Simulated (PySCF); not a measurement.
A structure optimised at PBE-D3(BJ)/def2-SVP, used in a PySCF frequency run:

```xyz
6

Sb    -0.6922    -0.3864     0.6952
Br     1.4715    -0.8128     2.0451
Te    -0.2441     2.2340    -0.1842
H     -0.0565     2.7454     1.4103
Te    -0.0463    -1.3098    -1.8698
H     -1.0413    -2.6497    -1.6358
```
Charge 0, spin multiplicity 1.

Question: Write its SMILES and formula.

Answer: [Br][Sb]([TeH])[TeH], BrH₂SbTe₂

Question: What are its rotational constants (standard atomic weights)?

Answer: 0.49467, 0.43549, 0.26933 GHz
